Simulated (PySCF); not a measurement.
Calculation: ωB97X-D3(BJ)/def2-TZVP // PBE0-D3(BJ)/def2-TZVP (PySCF 2.14.0). Isolated molecules, 0 K electronic values unless said otherwise. 

Reference species (SMILES): `Cl[C](Cl)Cl` (neutral, multiplicity 2).

| Quantity | Result |
|---|---|
| dipole moment | 0.14 D |

Changed species: `F[C](F)Cl` (radical fragment; the reference has radical fragment).

### Question
Predict the effect on the dipole moment.

### Answer
the dipole moment increases by 0.22 D, to 0.36 D.
